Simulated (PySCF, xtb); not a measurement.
CH8F2Si3, SMILES FC[SiH2][Si@@H](F)[SiH3].

GFN2-xTB in xtb at its own geometry gives an orbital gap of 3.72 eV and a dipole moment of 0.96 D.

Coordinates come from a PBE0-D3(BJ)/def2-SVP optimisation. The structure was generated by enumeration; whether it is a known compound was not checked. The values are those of a single conformer.

Q: What does PBE/def2-TZVP (PySCF) give? (The exact figures need the calculation; the answer reports its results.)

A: gap 4.87 eV (levels -6.68 and -1.81 eV), dipole 2.04 D.
